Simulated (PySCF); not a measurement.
CHO3 (SMILES O=C([O-])O), charge -1, singlet, geometry from GFN2-xTB (in this run its highest filled SCF level lies above zero, so its values depend strongly on the basis, on diffuse functions most of all). Base run: PBE/STO-3G run with PySCF.

Input for PySCF:
```python
from pyscf import gto, scf, dft

mol = gto.Mole()
mol.atom = '''
    O     1.133934   -0.595474    0.060069
    C    -0.172049    0.046248   -0.010546
    O    -0.117490    1.273465    0.033117
    O    -1.108087   -0.728969   -0.101257
    H     1.765446    0.130336    0.127853
'''
mol.basis = 'sto-3g'
mol.charge = -1
mol.spin = 0
mol.verbose = 5
mol.build()

mf = dft.RKS(mol)
mf.xc = 'pbe'
mf.kernel()
mo_i, mo_e, stable_i, stable_e = mf.stability(internal=True, external=True, return_status=True, nroots=6, tol=1e-6)
print('internally stable:', stable_i, ' externally stable:', stable_e)
if not stable_e:
    umf = mf.to_uhf() if not hasattr(mf, 'xc') else mf.to_uks()
    umf.scf_summary = {}
    umf.kernel(umf.make_rdm1(mo_e, umf.mo_occ))
```

The bond that is stretched is that between atoms 3 and 2. A test that says stable can miss a lower solution.

Variants of this job, named by their change:

```tsv
change	ΔE vs base (eV)	<S^2>	HOMO-LUMO gap (eV)	stability test says	outcome
base	0.00	0.000	6.04	stable	converged
bond × 1.25	0.64	0.000	3.52	stable	converged
bond × 1.5	2.92	0.000	1.89	stable	converged
bond × 1.8	5.18	0.000	0.18	external instability	converged
bond × 2.2	-	-	-	-	not converged
bond × 3.0	-	-	-	-	not converged
```

Where a bond breaks into two radicals, a solution with restricted orbitals usually stops being the lowest and lies too high; an unrestricted one lies lower at the price of spin contamination, which <S^2> shows.
